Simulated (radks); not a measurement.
All-electron atom: Bi2+ in [Xe] 4f14 5d9 6s2 6p2 (not the ground configuration).

Method: scalar-relativistic Kohn-Sham, r2SCAN, spin-polarised, spherical densities, finite nucleus; open shells are filled with parallel spins first (spin-orbit coupling, left out, can overturn this in heavy ions); meta-GGA in the generalised Kohn-Sham scheme; Fermi nuclear charge, rms radius 5.5211 fm; computed with a radial shooting solver on a logarithmic mesh with Libxc functionals.

Energy parts (hartree):
total: -21524.9858
kinetic: 24398.5445
electron-nucleus: -53720.3736
Hartree: 8191.1129
exchange-correlation: -394.2696

Orbitals (lengths in bohr, moments of r in powers of bohr; <r^-3> diverges for s and p1/2; r(max) is where P^2 peaks):
| orbital | occ. | eigenvalue (hartree) | <r^-3> | r(max) |
|---|---|---|---|---|
| 1s up | 1 | -3335.083 | - | 0.009660 |
| 1s down | 1 | -3335.081 | - | 0.009660 |
| 2s up | 1 | -601.1238 | - | 0.05618 |
| 2s down | 1 | -601.1171 | - | 0.05618 |
| 2p up | 3 | -514.3951 | 31040 | 0.04691 |
| 2p down | 3 | -514.3887 | 31040 | 0.04691 |
| 3s up | 1 | -146.2376 | - | 0.1583 |
| 3s down | 1 | -146.2358 | - | 0.1583 |
| 3p up | 3 | -121.3543 | 7253 | 0.1587 |
| 3p down | 3 | -121.3517 | 7253 | 0.1587 |
| 3d up | 5 | -96.27380 | 870.9 | 0.1296 |
| 3d down | 5 | -96.26870 | 870.8 | 0.1296 |
| 4s up | 1 | -34.52589 | - | 0.3558 |
| 4s down | 1 | -34.51875 | - | 0.3558 |
| 4p up | 3 | -26.33764 | 1792 | 0.3756 |
| 4p down | 3 | -26.33132 | 1791 | 0.3757 |
| 4d up | 5 | -16.92019 | 191.4 | 0.3814 |
| 4d down | 5 | -16.91264 | 191.3 | 0.3814 |
| 5s up | 1 | -6.79913 | - | 0.7714 |
| 5s down | 1 | -6.76156 | - | 0.7706 |
| 4f up | 7 | -6.56991 | 39.30 | 0.3429 |
| 4f down | 7 | -6.56040 | 39.33 | 0.3429 |
| 5p up | 3 | -4.49078 | 343.2 | 0.8587 |
| 5p down | 3 | -4.44977 | 344.1 | 0.8582 |
| 5d up | 5 | -1.86695 | 25.47 | 1.023 |
| 5d down | 4 | -1.81904 | 25.73 | 1.022 |
| 6s up | 1 | -1.27331 | - | 1.815 |
| 6s down | 1 | -1.18280 | - | 1.796 |
| 6p up | 2 | -0.80699 | 42.89 | 2.211 |
| 6p down | 0 | -0.70322 | 44.90 | 2.192 |

The highest occupied level is 6p up at -21.959 eV. The density falls to 0.001 e/bohr^3 at r = 4.04 bohr. The spin density at the nucleus is -26.26 e/bohr^3 (1s -1.40, 2s -1.66, 3s 1.41, 4s 4.58, 5s -7.95, 6s -21.25). The electron density at the nucleus is 3.212e+06 e/bohr^3 (large components only). Spin moment in Bohr magnetons: 3. Summed over all electrons, <r^2> = 52.84 bohr^2, which gives a Langevin (diamagnetic) susceptibility term of -41.8 x 10^-6 cm^3/mol.
